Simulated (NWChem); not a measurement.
System: Sn cation, doublet

Input file for NWChem:

```
start job
memory heap 200 mb stack 900 mb global 1100 mb
charge 1
geometry units angstroms noautoz
  Sn     0.000000     0.000000     0.000000
end
basis spherical
  Sn library def2-tzvp
end
ecp
  Sn library def2-ecp
end
dft
  odft
  mult 2
  xc xpbe96 cpbe96
  iterations 150
  mulliken
end
task dft gradient
```

Excerpt of the output:

```
             Northwest Computational Chemistry Package (NWChem) 7.3.0
             --------------------------------------------------------

                             Geometry "geometry" -> ""
                             -------------------------

 Output coordinates in angstroms (scale by  1.889725989 to convert to a.u.)

  No.       Tag          Charge          X              Y              Z
 ---- ---------------- ---------- -------------- -------------- --------------
    1 Sn                  50.0000     0.00000000     0.00000000     0.00000000

 Effective nuclear repulsion energy (a.u.)       0.0000000000

 Summary of "ao basis" -> "ao basis" (spherical)
 ------------------------------------------------------------------------------
       Tag                 Description            Shells   Functions and Types
 ---------------- ------------------------------  ------  ---------------------
 Sn                        def2-tzvp                16       50   6s5p3d2f

            General Information
            -------------------
          SCF calculation type: DFT
          Wavefunction type:  spin polarized.
          No. of atoms     :     1
          No. of electrons :    21
           Alpha electrons :    11
            Beta electrons :    10
          Charge           :     1
          Spin multiplicity:     2
          Use of symmetry is: off; symmetry adaption is: off
          Maximum number of iterations: 150
          AO basis - number of functions:    50
                     number of shells:    16
          Convergence on energy requested:  1.00D-06
          Convergence on density requested:  1.00D-05
          Convergence on gradient requested:  5.00D-04

              XC Information
              --------------
          PerdewBurkeErnzerhof Exchange Functional  1.000
            Perdew 1991 LDA Correlation Functional  1.000 local
           PerdewBurkeErnz. Correlation Functional  1.000 non-local

             Grid Information
             ----------------
          Grid used for XC integration:  medium
          Radial quadrature: Mura-Knowles
          Angular quadrature: Lebedev.
          Tag              B.-S. Rad. Rad. Pts. Rad. Cut. Ang. Pts.
          ---              ---------- --------- --------- ---------
          Sn                  1.45      123           8.0       590
          Grid pruning is: on
          Number of quadrature shells:   123
          Spatial weights used:  Erf1

      Superposition of Atomic Density Guess
      -------------------------------------

 Sum of atomic energies:        -249.11210370

 Renormalizing density from      22.00 to     21

      Non-variational initial energy
      ------------------------------

 Total energy =    -210.519511
 1-e energy   =    -358.944409
 2-e energy   =     148.424898
 HOMO         =      -0.419655
 LUMO         =      -0.419655

     ---------------------------------------------
      Total Density - Mulliken Population Analysis
     ---------------------------------------------

    Atom       Charge   Shell Charges
 -----------   ------   -------------------------------------------------------
    1 Sn  22    21.00   0.31 -0.83  1.67  0.88  1.49  0.48 -0.40  6.43  0.32  0.54  0.12  9.33  0.65  0.02  0.00  0.00

     --------------------------------------------
      Spin Density - Mulliken Population Analysis
     --------------------------------------------

    Atom       Charge   Shell Charges
 -----------   ------   -------------------------------------------------------
    1 Sn  22     1.00  -0.00 -0.00 -0.00  0.00  0.00  0.00 -0.01  0.01  0.37  0.51  0.12  0.00  0.00  0.00  0.00  0.00

   convergence    iter        energy       DeltaE   RMS-Dens  Diis-err
 ---------------- ----- ----------------- --------- --------- ---------
 d= 0,ls=0.0,diis     1   -213.8625762355 -2.14D+02  1.81D-02  4.76D-01
                                                     1.62D-02  4.50D-01
 d= 0,ls=0.5,diis     2   -213.8744021061 -1.18D-02  8.31D-03  4.62D-01
                                                     8.15D-03  4.52D-01
 d= 0,ls=0.5,diis     3   -213.9766591339 -1.02D-01  2.30D-03  1.89D-02
                                                     2.26D-03  1.78D-02
 d= 0,ls=0.5,diis     4   -213.9823385593 -5.68D-03  7.27D-04  5.65D-04
                                                     6.99D-04  4.49D-04
 d= 0,ls=0.5,diis     5   -213.9826176392 -2.79D-04  3.10D-04  7.02D-05
                                                     2.73D-04  4.23D-05
  Resetting Diis
 d= 0,ls=0.5,diis     6   -213.9826625708 -4.49D-05  1.48D-04  1.43D-05
                                                     1.08D-04  5.28D-06
 d= 0,ls=0.5,diis     7   -213.9826735740 -1.10D-05  9.57D-05  4.50D-06
                                                     7.19D-05  1.16D-06
 d= 0,ls=0.5,diis     8   -213.9826774177 -3.84D-06  4.87D-05  1.53D-06
                                                     2.37D-05  4.92D-07
 d= 0,ls=0.5,diis     9   -213.9826786080 -1.19D-06  2.61D-05  3.92D-07
                                                     2.74D-06  1.12D-08
 d= 0,ls=0.5,diis    10   -213.9826789792 -3.71D-07  1.59D-05  1.59D-07
                                                     1.09D-06  7.79D-09
 d= 0,ls=0.5,diis    11   -213.9826791268 -1.48D-07  9.91D-06  6.19D-08
                                                     5.41D-07  2.09D-09

         Total DFT energy =     -213.982679184694
      One electron energy =     -369.687525156588
           Coulomb energy =      173.482164836106
    Exchange-Corr. energy =      -17.777318864212
 Nuclear repulsion energy =        0.000000000000

 Numeric. integr. density =       21.000000000344

                    DFT Final Alpha Molecular Orbital Analysis
                    ------------------------------------------

 Vector    9  Occ=1.000000D+00  E=-1.228580D+00
              MO Center=  6.4D-15,  1.4D-14,  5.2D-15, r^2= 4.0D-01
   Bfn.  Coefficient  Atom+Function         Bfn.  Coefficient  Atom+Function
  ----- ------------  ---------------      ----- ------------  ---------------
    26      0.722948  1 Sn d  2              24      0.409375  1 Sn d  0
    23      0.254319  1 Sn d -1              22      0.210190  1 Sn d -2
    31      0.143360  1 Sn d  2              29      0.081179  1 Sn d  0
    28      0.050431  1 Sn d -1              27      0.041681  1 Sn d -2
    25      0.036220  1 Sn d  1

 Vector   10  Occ=1.000000D+00  E=-6.661329D-01
              MO Center= -1.0D-13,  6.1D-13, -1.5D-13, r^2= 1.7D+00
   Bfn.  Coefficient  Atom+Function         Bfn.  Coefficient  Atom+Function
  ----- ------------  ---------------      ----- ------------  ---------------
     5      0.931588  1 Sn s                  2      0.649574  1 Sn s
     3     -0.534909  1 Sn s                  1     -0.410458  1 Sn s
     4     -0.351889  1 Sn s                  6      0.316398  1 Sn s

 Vector   11  Occ=1.000000D+00  E=-3.902211D-01
              MO Center=  2.2D-13, -7.9D-13,  2.4D-13, r^2= 2.7D+00
   Bfn.  Coefficient  Atom+Function         Bfn.  Coefficient  Atom+Function
  ----- ------------  ---------------      ----- ------------  ---------------
    17      0.605599  1 Sn py                11     -0.396389  1 Sn py
    14      0.391868  1 Sn py                20      0.139218  1 Sn py
    18     -0.104358  1 Sn pz                16     -0.086250  1 Sn px
    12      0.068307  1 Sn pz                15     -0.067528  1 Sn pz
    10      0.056454  1 Sn px                 8     -0.055537  1 Sn py

 Vector   12  Occ=0.000000D+00  E=-3.846455D-01
              MO Center=  2.5D-13,  3.6D-13,  1.6D-13, r^2= 2.7D+00
   Bfn.  Coefficient  Atom+Function         Bfn.  Coefficient  Atom+Function
  ----- ------------  ---------------      ----- ------------  ---------------
    16      0.550370  1 Sn px                13      0.387857  1 Sn px
    10     -0.379577  1 Sn px                18     -0.235302  1 Sn pz
    15     -0.165822  1 Sn pz                12      0.162282  1 Sn pz
    19      0.135878  1 Sn px                21     -0.058092  1 Sn pz
     7     -0.053135  1 Sn px                17      0.037836  1 Sn py

 Vector   13  Occ=0.000000D+00  E=-3.846455D-01
              MO Center=  2.4D-13,  3.8D-13,  2.6D-13, r^2= 2.7D+00
   Bfn.  Coefficient  Atom+Function         Bfn.  Coefficient  Atom+Function
  ----- ------------  ---------------      ----- ------------  ---------------
    18      0.542370  1 Sn pz                15      0.382220  1 Sn pz
    12     -0.374060  1 Sn pz                16      0.223271  1 Sn px
    13      0.157344  1 Sn px                10     -0.153985  1 Sn px
    21      0.133902  1 Sn pz                17      0.125261  1 Sn py
    14      0.088274  1 Sn py                11     -0.086390  1 Sn py

 Vector   14  Occ=0.000000D+00  E=-8.297589D-02
              MO Center= -1.8D-12,  9.6D-12, -1.9D-12, r^2= 1.0D+01
   Bfn.  Coefficient  Atom+Function         Bfn.  Coefficient  Atom+Function
  ----- ------------  ---------------      ----- ------------  ---------------
    20      1.441639  1 Sn py                17     -0.965160  1 Sn py
    21     -0.248427  1 Sn pz                11      0.226741  1 Sn py
    19     -0.205323  1 Sn px                14     -0.196241  1 Sn py
    18      0.166319  1 Sn pz                16      0.137461  1 Sn px
    12     -0.039073  1 Sn pz                15      0.033817  1 Sn pz

                     DFT Final Beta Molecular Orbital Analysis
                     -----------------------------------------

 Vector    8  Occ=1.000000D+00  E=-1.227060D+00
              MO Center= -1.7D-15,  7.7D-15,  1.4D-14, r^2= 3.9D-01
   Bfn.  Coefficient  Atom+Function         Bfn.  Coefficient  Atom+Function
  ----- ------------  ---------------      ----- ------------  ---------------
    22      0.841290  1 Sn d -2              26     -0.212975  1 Sn d  2
    23     -0.191941  1 Sn d -1              27      0.160972  1 Sn d -2
    25      0.122118  1 Sn d  1              24      0.052593  1 Sn d  0
    31     -0.040751  1 Sn d  2              28     -0.036726  1 Sn d -1

 Vector    9  Occ=1.000000D+00  E=-1.222052D+00
              MO Center=  8.5D-15,  3.5D-15,  7.1D-15, r^2= 3.9D-01
   Bfn.  Coefficient  Atom+Function         Bfn.  Coefficient  Atom+Function
  ----- ------------  ---------------      ----- ------------  ---------------
    26      0.726616  1 Sn d  2              24      0.411452  1 Sn d  0
    23      0.255609  1 Sn d -1              22      0.211256  1 Sn d -2
    31      0.138037  1 Sn d  2              29      0.078164  1 Sn d  0
    28      0.048559  1 Sn d -1              27      0.040133  1 Sn d -2
    25      0.036404  1 Sn d  1               5      0.026048  1 Sn s

 Vector   10  Occ=1.000000D+00  E=-6.419146D-01
              MO Center= -1.6D-13,  3.4D-13, -1.6D-13, r^2= 1.7D+00
   Bfn.  Coefficient  Atom+Function         Bfn.  Coefficient  Atom+Function
  ----- ------------  ---------------      ----- ------------  ---------------
     5      0.934901  1 Sn s                  2      0.660277  1 Sn s
     3     -0.550783  1 Sn s                  1     -0.417338  1 Sn s
     4     -0.338748  1 Sn s                  6      0.309488  1 Sn s
    26     -0.027245  1 Sn d  2

 Vector   11  Occ=0.000000D+00  E=-3.705498D-01
              MO Center=  3.7D-13,  3.2D-13,  4.2D-13, r^2= 2.7D+00
   Bfn.  Coefficient  Atom+Function         Bfn.  Coefficient  Atom+Function
  ----- ------------  ---------------      ----- ------------  ---------------
    18      0.499992  1 Sn pz                15      0.359091  1 Sn pz
    12     -0.348632  1 Sn pz                16      0.295396  1 Sn px
    13      0.212151  1 Sn px                10     -0.205972  1 Sn px
    17      0.128230  1 Sn py                21      0.125913  1 Sn pz
    14      0.092094  1 Sn py                11     -0.089412  1 Sn py

 Vector   12  Occ=0.000000D+00  E=-3.705498D-01
              MO Center=  3.1D-13,  2.8D-13,  2.0D-13, r^2= 2.7D+00
   Bfn.  Coefficient  Atom+Function         Bfn.  Coefficient  Atom+Function
  ----- ------------  ---------------      ----- ------------  ---------------
    16      0.509511  1 Sn px                13      0.365928  1 Sn px
    10     -0.355270  1 Sn px                18     -0.306102  1 Sn pz
    15     -0.219841  1 Sn pz                12      0.213438  1 Sn pz
    19      0.128311  1 Sn px                21     -0.077086  1 Sn pz
     7     -0.049692  1 Sn px                 9      0.029854  1 Sn pz

 Vector   13  Occ=0.000000D+00  E=-3.385341D-01
              MO Center=  3.0D-13, -3.6D-14,  2.8D-13, r^2= 2.8D+00
   Bfn.  Coefficient  Atom+Function         Bfn.  Coefficient  Atom+Function
  ----- ------------  ---------------      ----- ------------  ---------------
    17      0.571446  1 Sn py                14      0.400014  1 Sn py
    11     -0.394274  1 Sn py                20      0.174255  1 Sn py
    18     -0.098473  1 Sn pz                16     -0.081386  1 Sn px
    15     -0.068931  1 Sn pz                12      0.067942  1 Sn pz
    13     -0.056970  1 Sn px                10      0.056153  1 Sn px

     ---------------------------------------------
      Total Density - Mulliken Population Analysis
     ---------------------------------------------

    Atom       Charge   Shell Charges
 -----------   ------   -------------------------------------------------------
    1 Sn  22    21.00   0.30 -0.81  1.63  0.90  1.45  0.53 -0.40  6.36  0.34  0.59  0.11  8.85  1.12  0.03  0.00  0.00

     --------------------------------------------
      Spin Density - Mulliken Population Analysis
     --------------------------------------------

    Atom       Charge   Shell Charges
 -----------   ------   -------------------------------------------------------
    1 Sn  22     1.00  -0.00  0.00 -0.00 -0.00 -0.00  0.01 -0.01  0.01  0.30  0.59  0.11 -0.02  0.02  0.00  0.00 -0.00

     -------------------------------------------
      Total Density - Lowdin Population Analysis
     -------------------------------------------

    Atom       Charge   Shell Charges
 -----------   ------   -------------------------------------------------------
    1 Sn  22    21.00   0.00  0.02  0.93  1.07  1.13  0.85  0.08  5.41  0.80  0.52  0.19  8.29  1.62  0.08  0.00  0.00

     ------------------------------------------
      Spin Density - Lowdin Population Analysis
     ------------------------------------------

    Atom       Charge   Shell Charges
 -----------   ------   -------------------------------------------------------
    1 Sn  22     1.00  -0.00 -0.00 -0.00  0.00 -0.00  0.00  0.00  0.04  0.27  0.50  0.19 -0.02  0.01  0.00  0.00 -0.00

   alpha - beta orbital overlaps
   -----------------------------

   alpha      1      2      3      4      5      6      7      8      9     10
    beta      1      3      2      4      6      5      7      8      9     10
 overlap   1.000  1.000  1.000  1.000  1.000  1.000  0.755  0.755  1.000  0.999

   alpha     11     12     13     14     15     16     17     18     19     20
    beta     13     12     11     19     15     14     22     20     21     18
 overlap   0.999  0.990  0.990  1.000  0.999  0.999  0.926  0.895  0.895  0.927

   alpha     21     22     23     24     25     26     27     28     29     30
    beta     16     17     31     30     29     28     27     24     23     26
 overlap   0.894  0.894  0.742  0.742  0.812  0.750  0.750  0.746  0.746  0.749

   alpha     31     32     33     34     35     36     37     38     39     40
    beta     25     32     34     33     35     36     37     39     38     40
 overlap   0.749  0.812  0.866  0.866  0.954  0.954  1.000  0.713  0.713  0.753

[...]

                         DFT ENERGY GRADIENTS

    atom               coordinates                        gradient
                 x          y          z           x          y          z
   1 Sn      0.000000   0.000000   0.000000    0.000000  -0.000000   0.000000
```

Level: PBE/def2-TZVP with def2 effective core potentials on Sn, spin-unrestricted. The open p shell is one determinant without spherical averaging. No stability test was run on the SCF state. def2 effective core potentials on Sn; no spin-orbit coupling.
